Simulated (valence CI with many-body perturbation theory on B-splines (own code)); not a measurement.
# S¹¹⁺: calculated level list

Level of theory: valence CI with perturbative core correlation (CI+MBPT): three valence electrons over a frozen Dirac-Fock core [He], a basis of 11 s, 11 p, 9 d, 7 f, 5 g, 2 h, 1 i functions for each j, with the one-electron correlation potential Σ1, the two-electron term Σ2, the three-electron term Σ3, Breit, model QED; selected CI, second order for the rest, scaled by the run's own slope (own B-spline code, finite nucleus).

No measured spectrum was set against this ion. As an estimate, levels of excited configurations hold to 0.05 to 0.15 % of their energy, terms of the ground configuration to about 0.5 %.

Levels 1 to 45 of 74, with energies above the lowest level, 2s²2p ²P°_1/2. "Leading %" is the weight of the configuration and term that name the level; weights of strongly mixed levels are sums over their largest components and can fall short. In the jj column 3d3/2^4 stands for four electrons in 3d with j = 3/2.

| No. | Configuration | Term | J | E (cm⁻¹) | Leading % | Second component | g | Leading jj |
| --- | --- | --- | --- | --- | --- | --- | --- | --- |
| 1 | 2s²2p | ²P° | 1/2 | 0 | 97 |  | 0.664 | 2s^2 2p1/2 (97 %) |
| 2 | 2s²2p | ²P° | 3/2 | 13134 | 97 |  | 1.333 | 2s^2 2p3/2 (97 %) |
| 3 | 2s2p² | ⁴P | 1/2 | 193820 | 100 |  | 2.667 | 2s 2p1/2^2 (48 %) |
| 4 | 2s2p² | ⁴P | 3/2 | 198610 | 100 |  | 1.733 | 2s 2p1/2 2p3/2 (90 %) |
| 5 | 2s2p² | ⁴P | 5/2 | 205310 | 100 |  | 1.599 | 2s 2p3/2^2 (62 %) |
| 6 | 2s2p² | ²D | 3/2 | 346780 | 100 |  | 0.800 | 2s 2p1/2 2p3/2 (70 %) |
| 7 | 2s2p² | ²D | 5/2 | 347050 | 100 |  | 1.200 | 2s 2p1/2 2p3/2 (62 %) |
| 8 | 2s2p² | ²S | 1/2 | 439790 | 91 | 9 % 2s2p² ²P | 1.883 | 2s 2p3/2^2 (49 %) |
| 9 | 2s2p² | ²P | 1/2 | 464970 | 91 | 9 % 2s2p² ²S | 0.784 | 2s 2p1/2 2p3/2 (60 %) |
| 10 | 2s2p² | ²P | 3/2 | 471630 | 99 |  | 1.332 | 2s 2p3/2^2 (60 %) |
| 11 | 2p³ | ⁴S° | 3/2 | 610080 | 100 |  | 1.999 | 2p1/2 2p3/2^2 (55 %) |
| 12 | 2p³ | ²D° | 3/2 | 689980 | 98 |  | 0.806 | 2p1/2 2p3/2^2 (45 %) |
| 13 | 2p³ | ²D° | 5/2 | 690500 | 100 |  | 1.199 | 2p1/2 2p3/2^2 (100 %) |
| 14 | 2p³ | ²P° | 1/2 | 774210 | 97 |  | 0.664 | 2p1/2 2p3/2^2 (97 %) |
| 15 | 2p³ | ²P° | 3/2 | 775970 | 95 |  | 1.328 | 2p3/2^3 (60 %) |
| 16 | 2s²3s | ²S | 1/2 | 2557100 | 93 | 5 % 2p²3s ²S | 2.002 | 2s^2 3s (93 %) |
| 17 | 2s²3p | ²P° | 1/2 | 2653700 | 90 | 5 % 2p²3p ²P° | 0.665 | 2s^2 3p1/2 (90 %) |
| 18 | 2s²3p | ²P° | 3/2 | 2657300 | 90 | 5 % 2p²3p ²P° | 1.334 | 2s^2 3p3/2 (90 %) |
| 19 | 2s²3d | ²D | 3/2 | 2747200 | 94 | 5 % 2p²3d ²D | 0.799 | 2s^2 3d3/2 (94 %) |
| 20 | 2s²3d | ²D | 5/2 | 2748100 | 94 | 5 % 2p²3d ²D | 1.200 | 2s^2 3d5/2 (94 %) |
| 21 | 2s2p3s | ⁴P° | 1/2 | 2758200 | 98 |  | 2.665 | 2s 2p1/2 3s (90 %) |
| 22 | 2s2p3s | ⁴P° | 3/2 | 2762400 | 98 |  | 1.731 | 2s 2p1/2 3s (60 %) |
| 23 | 2s2p3s | ⁴P° | 5/2 | 2770600 | 98 |  | 1.600 | 2s 2p3/2 3s (98 %) |
| 24 | 2s2p3s | ²P° | 1/2 | 2805200 | 95 |  | 0.668 | 2s 2p1/2 3s (73 %) |
| 25 | 2s2p3s | ²P° | 3/2 | 2814100 | 94 |  | 1.335 | 2s 2p3/2 3s (86 %) |
| 26 | 2s2p3p | ⁴D | 1/2 | 2844300 | 59 | 38 % 2s2p3p ²P | 0.269 | 2s 2p1/2 3p1/2 (89 %) |
| 27 | 2s2p3p | ⁴D | 3/2 | 2848100 | 64 | 32 % 2s2p3p ²P | 1.250 | 2s 2p1/2 3p1/2 (61 %) |
| 28 | 2s2p3p | ²P | 1/2 | 2852100 | 56 | 40 % 2s2p3p ⁴D | 0.405 | 2s 2p1/2 3p3/2 (42 %) |
| 29 | 2s2p3p | ²P | 3/2 | 2853800 | 58 | 35 % 2s2p3p ⁴D | 1.303 | 2s 2p1/2 3p3/2 (40 %) |
| 30 | 2s2p3p | ⁴D | 5/2 | 2854800 | 99 |  | 1.372 | 2s 2p1/2 3p3/2 (45 %) |
| 31 | 2s2p3p | ⁴D | 7/2 | 2862000 | 99 |  | 1.429 | 2s 2p3/2 3p3/2 (99 %) |
| 32 | 2s2p3p | ⁴S | 3/2 | 2872800 | 90 | 6 % 2s2p3p ⁴P | 1.960 | 2s 2p3/2 3p3/2 (49 %) |
| 33 | 2s2p3p | ⁴P | 1/2 | 2883000 | 98 |  | 2.660 | 2s 2p1/2 3p1/2 (51 %) |
| 34 | 2s2p3p | ⁴P | 3/2 | 2887300 | 92 | 6 % 2s2p3p ⁴S | 1.740 | 2s 2p3/2 3p1/2 (66 %) |
| 35 | 2s2p3p | ⁴P | 5/2 | 2890700 | 95 |  | 1.586 | 2s 2p3/2 3p3/2 (51 %) |
| 36 | 2s2p3p | ²D | 3/2 | 2895800 | 96 |  | 0.812 | 2s 2p1/2 3p3/2 (56 %) |
| 37 | 2s2p3p | ²D | 5/2 | 2904200 | 95 |  | 1.212 | 2s 2p3/2 3p3/2 (61 %) |
| 38 | 2s2p3d | ⁴F° | 3/2 | 2925600 | 98 |  | 0.409 | 2s 2p1/2 3d3/2 (83 %) |
| 39 | 2s2p3d | ⁴F° | 5/2 | 2928100 | 97 |  | 1.035 | 2s 2p1/2 3d3/2 (39 %) |
| 40 | 2s2p3p | ²S | 1/2 | 2930000 | 98 |  | 1.996 | 2s 2p3/2 3p3/2 (61 %) |
| 41 | 2s2p3d | ⁴F° | 7/2 | 2931900 | 97 |  | 1.242 | 2s 2p1/2 3d5/2 (44 %) |
| 42 | 2s2p3d | ⁴F° | 9/2 | 2937600 | 100 |  | 1.333 | 2s 2p3/2 3d5/2 (100 %) |
| 43 | 2s2p3d | ⁴D° | 1/2 | 2951000 | 95 |  | 0.060 | 2s 2p1/2 3d3/2 (58 %) |
| 44 | 2s2p3d | ⁴D° | 3/2 | 2951100 | 81 | 9 % 2s2p3d ⁴P° | 1.214 | 2s 2p1/2 3d5/2 (36 %) |
| 45 | 2s2p3d | ⁴D° | 5/2 | 2951300 | 56 | 22 % 2s2p3d ⁴P° | 1.386 | 2s 2p1/2 3d5/2 (72 %) |

Names give the largest LS component (configuration and term), which can be under half, so a name can repeat, a term be missing and a line seem to break the LS rules; names also repeat where a configuration has a term twice.

The ionisation energy to 2s² ¹S0 of the next ion comes out as 564.37 eV (NIST: 564.41 eV (semi-empirical)). All 74 levels together are meant to be complete up to 3174300 cm⁻¹.
